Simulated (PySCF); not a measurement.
**Working out the ionisation energy of Cr**

Cr [Ar] 3d5 4s1 (7S) → Cr⁺ [Ar] 3d5 (6S). All numbers are calculated (PySCF 2.14, the non-relativistic Hamiltonian (point nucleus), in def2-QZVPPD). Frozen: [Ne]. Energies in hartree (1 hartree = 27.21139 eV):

```csv
part,Cr (lower),Cr⁺ (upper)
UHF,-1043.355848,-1043.138807
CCSD correlation,-0.434728,-0.410486
(T),-0.012611,-0.010088
```

Task: What does Hartree-Fock give?

Result: (-1043.138807) − (-1043.355848) = 0.217041 hartree = 5.906 eV.

Task: What do CCSD and CCSD(T) give?

Result: The CCSD correlation energies differ by 0.024242 hartree = 0.660 eV and the triples by 0.002523 hartree = 0.069 eV, so CCSD gives 6.566 eV and CCSD(T) 6.635 eV.

Measured between the centres of the two terms (NIST): 6.767 eV, so CCSD(T) (valence and next inner shell) is off by -0.132 eV.

The calculation is non-relativistic.

What remains against the reference includes basis incompleteness, the frozen core and higher excitations.
